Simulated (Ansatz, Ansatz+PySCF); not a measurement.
```yaml
atoms:
  - { symbol: S, position_ang: [0.0000, 0.0000, -0.3416] }
  - { symbol: O, position_ang: [0.0000, 1.1504, 0.3416] }
  - { symbol: O, position_ang: [0.0000, -1.1504, 0.3416] }
```

Basis set: def2-SVP (spherical functions). Frozen core: 7 orbitals. Charge 0, multiplicity 1.

Computed with Ansatz (development build ahead of 0.2.0); each method stands on the lowest determinant of its kind that the runs found. Restricted open shells among the atoms or ions are ROHF, correlated in semicanonical orbitals with singles.

The atomization energy at this shape (free ground-state atoms in the same class of orbitals less the molecule, no zero-point energy) of singlet SO2:

```
  method  atomization energy
RHF-CCSD     163.47 kcal/mol
 RHF-MP2     190.66 kcal/mol
     RHF      70.70 kcal/mol
     UHF      61.99 kcal/mol
```

Problem. What does RHF-CCSD(T) give?

Solution. 171.53 kcal/mol. Caution: the shape is not the minimum.
